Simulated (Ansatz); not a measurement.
CF4 (SMILES FC(F)(F)F), singlet, at a GFN2-xTB geometry. Base run: PBE/STO-3G run with Ansatz (a quantum-chemistry and plane-wave program).

The Ansatz input:
Ansatz 0.2 input:
```yaml
crystal:
  periodic: [false, false, false]
  atoms:
    - {symbol: C, position_ang: [0.00000000, 0.00000000, -0.00000000]}
    - {symbol: F, position_ang: [0.76156680, 0.76669051, 0.74768414]}
    - {symbol: F, position_ang: [-0.74940203, -0.75691441, 0.76961488]}
    - {symbol: F, position_ang: [-0.76791520, 0.75064431, -0.75740957]}
    - {symbol: F, position_ang: [0.75575043, -0.76042041, -0.75988945]}
basis:
  gaussian:
    orbitals: STO-3G
hamiltonian:
  xc: pbe
```

The bond that is stretched is that between atoms 3 and 1. A test that says stable can miss a lower solution.

Variants of this job, named by their change:

```
change                                                           ΔE vs base (kcal/mol)  <S^2>            stability test says
---------------------------------------------------------------  ---------------------  -----  -----------------------------
base                                                                             0.000  0.000  minimum (restricted orbitals)
spin_polarized = on; lower_state_search = off                                    0.000  0.000       undecided (no full test)
spin_polarized = on; lower_state_search = standard                               0.000  0.000                        minimum
bond × 1.25                                                                       3.84  0.000  minimum (restricted orbitals)
spin_polarized = on; lower_state_search = off; bond × 1.25                        3.84  0.000       undecided (no full test)
spin_polarized = on; lower_state_search = standard; bond × 1.25                   3.84  0.000                        minimum
bond × 1.5                                                                       43.82  0.000  minimum (restricted orbitals)
spin_polarized = on; lower_state_search = off; bond × 1.5                        43.82  0.000       undecided (no full test)
spin_polarized = on; lower_state_search = standard; bond × 1.5                   43.82  0.000                        minimum
bond × 1.8                                                                        86.8  0.000  minimum (restricted orbitals)
spin_polarized = on; lower_state_search = off; bond × 1.8                         86.8  0.000       undecided (no full test)
spin_polarized = on; lower_state_search = standard; bond × 1.8                    84.9  0.304                        minimum
bond × 2.2                                                                       120.4  0.000  minimum (restricted orbitals)
spin_polarized = on; lower_state_search = off; bond × 2.2                        120.4  0.000       undecided (no full test)
spin_polarized = on; lower_state_search = standard; bond × 2.2                   105.6  0.845                        minimum
bond × 3.0                                                                       137.5  0.000  minimum (restricted orbitals)
spin_polarized = on; lower_state_search = off; bond × 3.0                        110.5  0.958       undecided (no full test)
spin_polarized = on; lower_state_search = standard; bond × 3.0                   110.5  0.958                        minimum
```

Where a bond breaks into two radicals, a solution with restricted orbitals usually stops being the lowest and lies too high; an unrestricted one lies lower at the price of spin contamination, which <S^2> shows.
